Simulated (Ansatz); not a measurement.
Relaxation of C2H9ClMgSi (14 atoms, charge 0, multiplicity 1), to a largest force component of 0.03 eV/Å in at most 50 steps.

Level of theory: RKS PBE0/6-31G* in Ansatz.

```xyz
14
Properties=species:S:1:pos:R:3
Mg -0.146 -0.495 2.121
C 1.258 -0.798 0.520
C 0.700 -1.522 -0.731
Cl -1.642 -0.181 3.734
H -0.468 0.745 -0.064
Si -1.132 1.861 -0.718
H 1.660 0.188 0.257
H 2.116 -1.361 0.910
H -0.367 -1.778 -0.681
H 0.824 -0.921 -1.641
H 1.229 -2.468 -0.901
H -1.275 1.571 -2.169
H -2.471 2.086 -0.111
H -0.288 3.072 -0.525
```

Q: Where does it end, and by what steps?

A: It converged. The force dipped under the threshold on the way, but the program's further checks kept it going. After 33 steps the energy has fallen by 0.361 eV; H10 moved furthest, 1.81 Å.

```json
{"step": "0", "energy less start (eV)": "0.0000", "largest force component (eV/Å)": "0.748", "accepted": "yes"}
{"step": "2", "energy less start (eV)": "-0.1518", "largest force component (eV/Å)": "0.114", "accepted": "yes"}
{"step": "4", "energy less start (eV)": "-0.1875", "largest force component (eV/Å)": "0.370", "accepted": "yes"}
{"step": "6", "energy less start (eV)": "-0.2399", "largest force component (eV/Å)": "0.128", "accepted": "yes"}
{"step": "8", "energy less start (eV)": "-0.2872", "largest force component (eV/Å)": "0.584", "accepted": "yes"}
{"step": "10", "energy less start (eV)": "-0.2784", "largest force component (eV/Å)": "0.604", "accepted": "no"}
{"step": "12", "energy less start (eV)": "-0.3201", "largest force component (eV/Å)": "0.104", "accepted": "yes"}
{"step": "14", "energy less start (eV)": "-0.3235", "largest force component (eV/Å)": "0.030", "accepted": "yes"}
{"step": "16", "energy less start (eV)": "-0.3296", "largest force component (eV/Å)": "0.140", "accepted": "yes"}
{"step": "18", "energy less start (eV)": "-0.3397", "largest force component (eV/Å)": "0.212", "accepted": "yes"}
{"step": "20", "energy less start (eV)": "-0.3476", "largest force component (eV/Å)": "0.117", "accepted": "yes"}
{"step": "22", "energy less start (eV)": "-0.3516", "largest force component (eV/Å)": "0.047", "accepted": "yes"}
{"step": "24", "energy less start (eV)": "-0.3539", "largest force component (eV/Å)": "0.069", "accepted": "yes"}
{"step": "26", "energy less start (eV)": "-0.3569", "largest force component (eV/Å)": "0.076", "accepted": "yes"}
{"step": "28", "energy less start (eV)": "-0.3592", "largest force component (eV/Å)": "0.081", "accepted": "yes"}
{"step": "30", "energy less start (eV)": "-0.3605", "largest force component (eV/Å)": "0.043", "accepted": "yes"}
{"step": "32", "energy less start (eV)": "-0.3610", "largest force component (eV/Å)": "0.032", "accepted": "yes"}
{"step": "33", "energy less start (eV)": "-0.3611", "largest force component (eV/Å)": "0.009", "accepted": "yes"}
```

```xyz
14
Properties=species:S:1:pos:R:3
Mg 0.167 -0.009 1.540
C 1.560 -1.187 0.507
C 1.061 -1.801 -0.806
Cl -1.165 1.027 2.998
H -0.692 1.081 -0.258
Si -1.779 2.108 -0.439
H 2.450 -0.571 0.311
H 1.906 -1.984 1.181
H 0.727 -1.036 -1.519
H 1.841 -2.386 -1.315
H 0.213 -2.478 -0.647
H -1.839 2.379 -1.900
H -3.055 1.528 0.041
H -1.396 3.329 0.307
```

Whether the end is a true minimum wasn't checked by a vibrational analysis.

Time of the run: 3 min on 2 threads of Intel(R) Xeon(R) Platinum 8259CL CPU @ 2.50GHz (Skylake/Cascade Lake), on a shared host, peak memory 0.27 GiB.
